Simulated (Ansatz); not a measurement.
Ansatz (an electronic-structure program) input (B3LYP/6-31G*):

Ansatz 0.2 input:
```yaml
crystal:
  periodic: [false, false, false]
  atoms:
    - {symbol: C, position_ang: [2.78185800, 0.08678800, 0.26334700]}
    - {symbol: C, position_ang: [1.56295400, -0.16598800, 0.15949700]}
    - {symbol: B, position_ang: [0.07365200, -0.02736800, 0.00856600]}
    - {symbol: Cl, position_ang: [-0.68182200, 1.53478100, -0.14815700]}
    - {symbol: Cl, position_ang: [-0.87330400, -1.49877900, -0.00360200]}
basis:
  gaussian:
    orbitals: 6-31G*
hamiltonian:
  xc: {name: B3LYP}
magnetization: {spin_polarized: true, initial_magnetization: 1}
relax: {f_tol: 0.003, max_steps: 120}
```

From the output:

```
reference -27792.67605355 eV, -1021.3620064155 hartree; 26, 25 occupied and 57, 58 virtual orbitals, 869 factors
relax step   2: F+E_penalty+E_count = -27792.67583959 eV  Δ(F+E_penalty+E_count) = -4.523e-3 eV  max|allowed force component| = 2.473e-1 eV/Å  Δτ_max = 0.0094 Å  (48 SCF iters, accepted)
these checks for a lower state are left out or cut short: starts, cluster_reference, orbital_swaps, neighbouring_geometries, increment
integrals: 0.03 GiB planned
869 factors; integrals over basis functions are off by at most 1.8e-4 eV
mean field: 0.49 GiB planned
mean field evaluation 64: about -27792.6774 eV, gradient 7.1e-5 eV
mean field -27792.67735556 eV, -1021.3620542635 hartree, gradient 1.8e-5 eV, S^2 0.762708; 0 other end points of the search recorded, 0 dependent functions left out
the calculation of the forces begins
reference -27792.67756988 eV, -1021.3620621398 hartree; 26, 25 occupied and 57, 58 virtual orbitals, 869 factors
relax step   3: F+E_penalty+E_count = -27792.67735556 eV  Δ(F+E_penalty+E_count) = -1.516e-3 eV  max|allowed force component| = 5.811e-2 eV/Å  Δτ_max = 0.0062 Å  (46 SCF iters, accepted)
these checks for a lower state are left out or cut short: starts, cluster_reference, orbital_swaps, neighbouring_geometries, increment
integrals: 0.03 GiB planned
869 factors; integrals over basis functions are off by at most 1.8e-4 eV
mean field: 0.49 GiB planned
mean field -27792.67733429 eV, -1021.3620534819 hartree, gradient 1.8e-5 eV, S^2 0.762697; 0 other end points of the search recorded, 0 dependent functions left out
the calculation of the forces begins
reference -27792.67754861 eV, -1021.3620613578 hartree; 26, 25 occupied and 57, 58 virtual orbitals, 869 factors
relax step   4: F+E_penalty+E_count = -27792.67733429 eV  Δ(F+E_penalty+E_count) = +2.127e-5 eV  max|allowed force component| = 6.690e-2 eV/Å  Δτ_max = 0.0050 Å  (43 SCF iters, rejected (line search))
these checks for a lower state are left out or cut short: starts, cluster_reference, orbital_swaps, neighbouring_geometries, increment
integrals: 0.03 GiB planned
869 factors; integrals over basis functions are off by at most 1.8e-4 eV
mean field: 0.49 GiB planned
mean field -27792.67740974 eV, -1021.3620562547 hartree, gradient 2.1e-5 eV, S^2 0.762928; 0 other end points of the search recorded, 0 dependent functions left out
the calculation of the forces begins
reference -27792.67762409 eV, -1021.3620641316 hartree; 26, 25 occupied and 57, 58 virtual orbitals, 869 factors
relax step   5: F+E_penalty+E_count = -27792.67740974 eV  Δ(F+E_penalty+E_count) = -5.418e-5 eV  max|allowed force component| = 5.730e-3 eV/Å  Δτ_max = 0.0025 Å  (41 SCF iters, accepted)
these checks for a lower state are left out or cut short: starts, cluster_reference, orbital_swaps, neighbouring_geometries, increment
integrals: 0.03 GiB planned
869 factors; integrals over basis functions are off by at most 1.8e-4 eV
mean field: 0.49 GiB planned
mean field -27792.67741093 eV, -1021.3620562982 hartree, gradient 2.6e-5 eV, S^2 0.762919; 0 other end points of the search recorded, 0 dependent functions left out
the calculation of the forces begins
reference -27792.67762527 eV, -1021.3620641752 hartree; 26, 25 occupied and 57, 58 virtual orbitals, 869 factors
relax step   6: F+E_penalty+E_count = -27792.67741093 eV  Δ(F+E_penalty+E_count) = -1.185e-6 eV  max|allowed force component| = 9.130e-4 eV/Å  Δτ_max = 0.0007 Å  (36 SCF iters, accepted)
integrals: 0.03 GiB planned
869 factors; integrals over basis functions are off by at most 1.8e-4 eV
mean field: 0.49 GiB planned
mean field evaluation 96: about -27655.0182 eV, gradient 1.1e2 eV
mean field evaluation 128: about -27792.2386 eV, gradient 4.5e0 eV
mean field -27792.67741093 eV, -1021.3620562982 hartree, gradient 2.6e-5 eV, S^2 0.762919; 4 other end points of the search recorded, 0 dependent functions left out
the calculation of the forces begins
reference -27792.67762527 eV, -1021.3620641752 hartree; 26, 25 occupied and 57, 58 virtual orbitals, 869 factors
Total energy: -27792.67762527 eV, -1021.3620641752 hartree
Atom 0 at     2.796439     0.090183     0.264569 Å, force     0.000558     0.000076     0.000050 eV/Å
Atom 1 at     1.566651    -0.169252     0.160029 Å, force    -0.000456    -0.000231    -0.000032 eV/Å
Atom 2 at     0.074818    -0.028651     0.008747 Å, force    -0.000288    -0.000913     0.000021 eV/Å
Atom 3 at    -0.690180     1.540791    -0.149285 Å, force    -0.000324     0.000158    -0.000040 eV/Å
Atom 4 at    -0.884390    -1.503637    -0.004409 Å, force     0.000511     0.000910     0.000000 eV/Å
Dipole moment:    -0.055141    -0.119674     0.001118 e Å
```

The geometry given is a B3LYP-D3(BJ)/def2-TZVP minimum.
